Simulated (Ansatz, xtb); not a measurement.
**Two isomers of C6H5O2S+**

Structure X is `O=C(O)c1cccc[s+]1`, a singlet and structure Y is `O=C(O)c1ccc[s+]c1`, a singlet. Both are isolated ions in the gas phase, relaxed with PBE0-D3(BJ)/def2-SVP; the shapes shown needn't be the lowest conformers.

X (Å):

```xyz
14

C    -1.6894   -2.2164   -0.3469
C    -0.5907   -1.1777   -0.3279
C    -0.9339    0.1620   -0.3381
C     0.0106    1.1924   -0.3222
C     1.3871    0.9559   -0.2942
C     1.9186   -0.3217   -0.2803
O    -2.8410   -1.9037   -0.3695
O    -1.1872   -3.4383   -0.3350
S     1.0100   -1.7384   -0.2947
H    -1.9053   -4.0947   -0.3475
H    -2.0059    0.3831   -0.3598
H    -0.3448    2.2262   -0.3320
H     2.0806    1.8007   -0.2826
H     3.0000   -0.4942   -0.2583
```

Y (Å):

```yaml
atoms:
  - { symbol: C, position_ang: [-1.1647, -2.2975, 0.0797] }
  - { symbol: C, position_ang: [-0.2742, -1.0896, -0.1070] }
  - { symbol: C, position_ang: [-0.5875, -0.0607, -1.0026] }
  - { symbol: C, position_ang: [0.2294, 1.0612, -1.1833] }
  - { symbol: C, position_ang: [1.4103, 1.2416, -0.4913] }
  - { symbol: C, position_ang: [0.8722, -1.0748, 0.6708] }
  - { symbol: O, position_ang: [-0.8880, -3.1715, 0.8488] }
  - { symbol: O, position_ang: [-2.2334, -2.2377, -0.6945] }
  - { symbol: S, position_ang: [2.0172, 0.1516, 0.6467] }
  - { symbol: H, position_ang: [-2.7801, -3.0284, -0.5466] }
  - { symbol: H, position_ang: [-1.5115, -0.1481, -1.5798] }
  - { symbol: H, position_ang: [-0.0695, 1.8321, -1.8984] }
  - { symbol: H, position_ang: [2.0409, 2.1241, -0.6413] }
  - { symbol: H, position_ang: [1.0703, -1.9073, 1.3579] }
```

Quicker runs give these differences E(Y) − E(X): GFN2-xTB +0.04 kcal/mol; HF/STO-3G −0.15 kcal/mol (at GFN2-xTB geometries); r2SCAN-D4/def2-SVP −0.16 kcal/mol (at GFN2-xTB geometries).

Which of the two would you expect CCSD(T)/def2-SVP + ΔMP2/def2-TZVPP electronic energies to favour?

Not settled: CCSD(T)/def2-SVP + ΔMP2/def2-TZVPP gives E(Y) − E(X) = −1.19 kcal/mol, but this leans on the basis-set step: CCSD(T) alone gives −0.92 kcal/mol.

The same difference at several levels:

```json
{"level": "GFN2-xTB", "geometry": "GFN2-xTB", "E(Y) − E(X) (kcal/mol)": "+0.04", "departure from the last row (kcal/mol)": "+1.24", "job, with rough time for the two": "optimisation, 0.16 s"}
{"level": "HF/STO-3G", "geometry": "GFN2-xTB", "E(Y) − E(X) (kcal/mol)": "−0.15", "departure from the last row (kcal/mol)": "+1.04", "job, with rough time for the two": "single point, 0.52 s"}
{"level": "r2SCAN-D4/def2-SVP", "geometry": "GFN2-xTB", "E(Y) − E(X) (kcal/mol)": "−0.16", "departure from the last row (kcal/mol)": "+1.04", "job, with rough time for the two": "single point, 5.4 s"}
{"level": "PBE0-D3(BJ)/def2-SVP", "geometry": "PBE0-D3(BJ)/def2-SVP", "E(Y) − E(X) (kcal/mol)": "−0.55", "departure from the last row (kcal/mol)": "+0.64", "job, with rough time for the two": "optimisation, 35 s"}
{"level": "HF/def2-SVP", "geometry": "PBE0-D3(BJ)/def2-SVP", "E(Y) − E(X) (kcal/mol)": "−2.64", "departure from the last row (kcal/mol)": "−1.45", "job, with rough time for the two": "part of the CCSD(T) run"}
{"level": "MP2/def2-SVP", "geometry": "PBE0-D3(BJ)/def2-SVP", "E(Y) − E(X) (kcal/mol)": "+0.62", "departure from the last row (kcal/mol)": "+1.81", "job, with rough time for the two": "part of the CCSD(T) run"}
{"level": "CCSD(T)/def2-SVP", "geometry": "PBE0-D3(BJ)/def2-SVP", "E(Y) − E(X) (kcal/mol)": "−0.92", "departure from the last row (kcal/mol)": "+0.28", "job, with rough time for the two": "single point"}
{"level": "CCSD(T)/def2-SVP + ΔMP2/def2-TZVPP", "geometry": "PBE0-D3(BJ)/def2-SVP", "E(Y) − E(X) (kcal/mol)": "−1.19", "departure from the last row (kcal/mol)": "", "job, with rough time for the two": "single point, 2.5 min"}
```

As drawn, both hold the same kinds of bond in the same numbers.

MP2/def2-SVP puts the two in the other order. GFN2-xTB, HF/STO-3G, r2SCAN-D4/def2-SVP find them nearly level. The largest departure from CCSD(T)/def2-SVP + ΔMP2/def2-TZVPP is that of MP2/def2-SVP, 1.81 kcal/mol. The last row adds to CCSD(T) the change of the MP2 difference between the two basis sets, here −0.28 kcal/mol.

With thermal terms from frequencies at re-optimised GFN2-xTB minima (ideal gas, soft modes damped towards free rotors, one conformer each, 298.15 K, 1 atm): the zero-point term adds 0.00 kcal/mol; ΔH is −1.24 and ΔG −1.11 kcal/mol.

The correlated steps freeze 13 core orbitals. Run with Ansatz 0.2.0, xtb 6.7.1; the last row on 4 threads of Arm Neoverse V1 on a shared host.
